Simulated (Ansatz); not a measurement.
Geometry optimisation of the cluster AlCl₃.

```yaml
crystal:
  periodic: [false, false, false]
  atoms:
    - {symbol: Al, position_ang: [-0.000015, 0.000007, 0.000022]}
    - {symbol: Cl, position_ang: [-1.932212, -0.598736, 0.473846]}
    - {symbol: Cl, position_ang: [1.478150, -0.010081, 1.459970]}
    - {symbol: Cl, position_ang: [0.454078, 0.608810, -1.933828]}
basis:
  gaussian: {orbitals: def2-TZVP}
magnetization: {spin_polarized: true, initial_magnetization: 4}
hamiltonian: {xc: {name: B3LYP}, dispersion: d4}
scf: {lower_state_search: "off"}
output: {orbitals: {seedname: orbitals}}
relax: {f_tol: 0.02, max_steps: 100}
```

```sh
$ ansatz run in.yaml --threads 2 --pin off --events-out ev --progress --plain --max-ram 4352MiB
```

Shortened log:

```
Functional definition: B3LYP
mean field -44161.07850896 eV, -1622.8897017502 hartree, gradient 3.2e-6 eV, S^2 6.007437; 0 other end points of the search recorded, 0 dependent functions left out
relax step   1: F+E_penalty+E_count = -44161.30902310 eV  Δ(F+E_penalty+E_count) = +0.000e0 eV  max|allowed force component| = 3.859e0 eV/Å  Δτ_max = 0.0000 Å  (101 SCF iters, accepted)
mean field -44162.69832046 eV, -1622.9492287248 hartree, gradient 1.1e-6 eV, S^2 6.007871; 0 other end points of the search recorded, 0 dependent functions left out
relax step   2: F+E_penalty+E_count = -44162.90458303 eV  Δ(F+E_penalty+E_count) = -1.596e0 eV  max|allowed force component| = 1.461e0 eV/Å  Δτ_max = 0.1950 Å  (28 SCF iters, accepted)
mean field -44163.14522296 eV, -1622.9656520887 hartree, gradient 7.7e-6 eV, S^2 6.008162; 0 other end points of the search recorded, 0 dependent functions left out
relax step   3: F+E_penalty+E_count = -44163.34218924 eV  Δ(F+E_penalty+E_count) = -4.376e-1 eV  max|allowed force component| = 5.125e-1 eV/Å  Δτ_max = 0.2000 Å  (25 SCF iters, accepted)
mean field -44163.23487908 eV, -1622.9689468906 hartree, gradient 9.6e-6 eV, S^2 6.008340; 0 other end points of the search recorded, 0 dependent functions left out
relax step   4: F+E_penalty+E_count = -44163.43311875 eV  Δ(F+E_penalty+E_count) = -9.093e-2 eV  max|allowed force component| = 3.272e-1 eV/Å  Δτ_max = 0.1944 Å  (26 SCF iters, accepted)
mean field -44163.28858653 eV, -1622.9709206027 hartree, gradient 2.8e-6 eV, S^2 6.008354; 0 other end points of the search recorded, 0 dependent functions left out
relax step   5: F+E_penalty+E_count = -44163.49061027 eV  Δ(F+E_penalty+E_count) = -5.749e-2 eV  max|allowed force component| = 5.998e-1 eV/Å  Δτ_max = 0.2000 Å  (30 SCF iters, accepted)
mean field -44163.37860687 eV, -1622.9742287895 hartree, gradient 1.2e-6 eV, S^2 6.008216; 0 other end points of the search recorded, 0 dependent functions left out
relax step   6: F+E_penalty+E_count = -44163.58960338 eV  Δ(F+E_penalty+E_count) = -9.899e-2 eV  max|allowed force component| = 4.872e-1 eV/Å  Δτ_max = 0.2000 Å  (30 SCF iters, accepted)
mean field -44163.58759130 eV, -1622.9819088254 hartree, gradient 2.3e-6 eV, S^2 6.009059; 0 other end points of the search recorded, 0 dependent functions left out
relax step   7: F+E_penalty+E_count = -44163.80802224 eV  Δ(F+E_penalty+E_count) = -2.184e-1 eV  max|allowed force component| = 4.802e-1 eV/Å  Δτ_max = 0.1946 Å  (135 SCF iters, accepted)
mean field -44163.77587304 eV, -1622.9888280519 hartree, gradient 4.8e-6 eV, S^2 6.009141; 0 other end points of the search recorded, 0 dependent functions left out
relax step   8: F+E_penalty+E_count = -44164.00872446 eV  Δ(F+E_penalty+E_count) = -2.007e-1 eV  max|allowed force component| = 6.055e-1 eV/Å  Δτ_max = 0.1963 Å  (34 SCF iters, accepted)
mean field -44163.98893552 eV, -1622.9966579537 hartree, gradient 4.2e-6 eV, S^2 6.009057; 0 other end points of the search recorded, 0 dependent functions left out
relax step   9: F+E_penalty+E_count = -44164.23287441 eV  Δ(F+E_penalty+E_count) = -2.241e-1 eV  max|allowed force component| = 5.989e-1 eV/Å  Δτ_max = 0.1948 Å  (31 SCF iters, accepted)
mean field -44164.18552042 eV, -1623.0038823154 hartree, gradient 1.6e-6 eV, S^2 6.008836; 0 other end points of the search recorded, 0 dependent functions left out
relax step  10: F+E_penalty+E_count = -44164.43509605 eV  Δ(F+E_penalty+E_count) = -2.022e-1 eV  max|allowed force component| = 4.332e-1 eV/Å  Δτ_max = 0.1946 Å  (30 SCF iters, accepted)
mean field -44164.31632682 eV, -1623.0086893618 hartree, gradient 1.1e-6 eV, S^2 6.008612; 0 other end points of the search recorded, 0 dependent functions left out
relax step  11: F+E_penalty+E_count = -44164.57075831 eV  Δ(F+E_penalty+E_count) = -1.357e-1 eV  max|allowed force component| = 4.315e-1 eV/Å  Δτ_max = 0.1950 Å  (29 SCF iters, accepted)
mean field -44164.41437023 eV, -1623.0122923908 hartree, gradient 2.9e-6 eV, S^2 6.008549; 0 other end points of the search recorded, 0 dependent functions left out
relax step  12: F+E_penalty+E_count = -44164.67903140 eV  Δ(F+E_penalty+E_count) = -1.083e-1 eV  max|allowed force component| = 5.567e-1 eV/Å  Δτ_max = 0.1950 Å  (27 SCF iters, accepted)
mean field -44164.55213031 eV, -1623.0173549802 hartree, gradient 1.2e-6 eV, S^2 6.008760; 0 other end points of the search recorded, 0 dependent functions left out
relax step  13: F+E_penalty+E_count = -44164.82782581 eV  Δ(F+E_penalty+E_count) = -1.488e-1 eV  max|allowed force component| = 4.860e-1 eV/Å  Δτ_max = 0.1951 Å  (27 SCF iters, accepted)
mean field -44164.67299159 eV, -1623.0217965504 hartree, gradient 2.9e-6 eV, S^2 6.007785; 0 other end points of the search recorded, 0 dependent functions left out
relax step  14: F+E_penalty+E_count = -44164.95788523 eV  Δ(F+E_penalty+E_count) = -1.301e-1 eV  max|allowed force component| = 5.328e-1 eV/Å  Δτ_max = 0.1948 Å  (22 SCF iters, accepted)
mean field -44164.68467116 eV, -1623.0222257666 hartree, gradient 1.7e-6 eV, S^2 6.007324; 0 other end points of the search recorded, 0 dependent functions left out
relax step  15: F+E_penalty+E_count = -44164.97385487 eV  Δ(F+E_penalty+E_count) = -1.597e-2 eV  max|allowed force component| = 3.037e-1 eV/Å  Δτ_max = 0.1447 Å  (21 SCF iters, accepted)
mean field -44164.69151603 eV, -1623.0224773111 hartree, gradient 2.0e-6 eV, S^2 6.007803; 0 other end points of the search recorded, 0 dependent functions left out
relax step  16: F+E_penalty+E_count = -44164.97585806 eV  Δ(F+E_penalty+E_count) = -2.003e-3 eV  max|allowed force component| = 3.476e-1 eV/Å  Δτ_max = 0.1120 Å  (22 SCF iters, accepted)
mean field -44164.70648658 eV, -1623.0230274687 hartree, gradient 1.1e-6 eV, S^2 6.007568; 0 other end points of the search recorded, 0 dependent functions left out
relax step  17: F+E_penalty+E_count = -44164.99328029 eV  Δ(F+E_penalty+E_count) = -1.742e-2 eV  max|allowed force component| = 1.987e-2 eV/Å  Δτ_max = 0.0425 Å  (23 SCF iters, accepted)
Total energy: -44164.99352059 eV, -1623.0335757738 hartree
Atom 0 at     1.476787     0.453446    -0.345958 Å, force     0.019871     0.005721    -0.003171 eV/Å
Atom 1 at    -1.672886    -0.513714     0.392127 Å, force     0.007240     0.003007    -0.004749 eV/Å
Atom 2 at     0.589728    -0.282763     1.667691 Å, force    -0.012346    -0.003188     0.000546 eV/Å
Atom 3 at    -0.393628     0.343031    -1.713849 Å, force    -0.014765    -0.005539     0.007374 eV/Å
Dipole moment:    -0.069753    -0.021406     0.016294 e Å
Checks for a lower state left out: stability, starts, cluster_reference, orbital_swaps, neighbouring_geometries, increment
```

Hardware: 2 threads of Arm Neoverse V2 on a shared host. Wall time 83 s.

In the quintet, Cl2 and Cl3 lie 2.61 Å apart, Cl2 and Cl4 lie 2.61 Å apart (atoms count from 1), so these atoms are partly bonded to each other. At B3LYP-D4/def2-TZVP a singlet of charge 0 lies 9.07 eV below the quintet, each at its own geometry. The structure comes from a short search, and lower isomers may exist.
